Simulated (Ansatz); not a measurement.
`[F][In]([Cl])[GeH3]` + H–F → `[F][In]([F])[Cl]` + GeH₄ at 298.15 K and 1 bar (cleavage of the In–Ge bond).

Calculated with Ansatz (gas phase, PBE0-D4/def2-TZVP geometries, no zero-point term in ΔE). CBS: MP2 limit from def2 TZ/QZ plus the TZ coupled-cluster correction, frozen cores. This one scheme is used for every species. def2 core potentials past Kr. For Ge, In outer-core shells are correlated without core-valence functions, which leaves a few kJ/mol of doubt a bond. Scalar relativity is left out up to krypton.

```tsv
species	CCSD(T)/CBS energy (Eh)	H − E (kJ/mol)	S (J/(mol·K))
`[F][In]([Cl])[GeH3]`	-2827.39267	91.0	399.0
H–F	-100.39570	33.5	173.6
`[F][In]([F])[Cl]`	-849.27843	28.9	328.9
GeH₄	-2078.49493	88.5	217.3
```

H − E and S are ideal-gas, rigid-rotor, harmonic terms from PBE0-D4/def2-TZVP, for one conformer and one mirror image of each species. 1 Eh = 2625.50 kJ/mol, R = 8.31446 J/(mol·K).

Question: By hand: ΔE, ΔH, ΔS and ΔG.

Answer: ΔE = (-849.27843) + (-2078.49493) − (-2827.39267) − (-100.39570) = 0.01501 Eh = 39.4 kJ/mol. Δ(H − E) = 28.9 + 88.5 − 91.0 − 33.5 = -7.1, so ΔH = 32.3 kJ/mol. ΔS = 328.9 + 217.3 − 399.0 − 173.6 = -26.4 J/(mol·K). ΔG = 32.3 − 298.15 × (-26.4)/1000 = 40.2 kJ/mol.

Question: By hand: the equilibrium constant, and the temperature at which ΔG would vanish if ΔH and ΔS stayed fixed.

Answer: log₁₀ K = −ΔG/(RT ln 10) = -7.0. ΔH and −TΔS have one sign here, so there is no such temperature.

ΔH outweighs TΔS. A doubt of 5 kJ/mol in ΔE shifts log₁₀ K by 0.9 here. Other conformers and mirror images would add mixing entropy, several J/(mol·K) or more a flexible species. Modes under 60 cm⁻¹, often nearly free rotors, make the harmonic entropy too high. These are equilibria of isolated gas molecules and say nothing of rates. Largest T1 diagnostic: 0.016 (customary marks: 0.02 for closed shells, 0.045 for open ones).
